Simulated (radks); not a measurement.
Q: The mean radii <r> (bohr) of the occupied orbitals of an atom or ion are listed with their occupations. Method: Dirac Kohn-Sham, BLYP, spin-unpolarised, spherical densities, finite nucleus; Fermi nuclear charge, rms radius of each element as measured or else 0.836 A^(1/3) + 0.57 fm; computed with a radial shooting solver on a logarithmic mesh with Libxc functionals.

orbital  occ.     <r>
1s1/2       2  0.4199
2s1/2       1   2.284

Name the element and its charge. Open shells, if any, fill j = l - 1/2 first.

A: Z = 4, beryllium, charge +1: Be+ in [He] 2s1. The 1s radius gives Z: for a bare nucleus <r> = (2 gamma + 1)/(2Z) with gamma = sqrt(1 - (Z/c)^2), 0.3749 bohr for Z = 4, and screening makes it slightly larger (0.4199 here). The occupations add up to 3, and the charge is Z minus that.
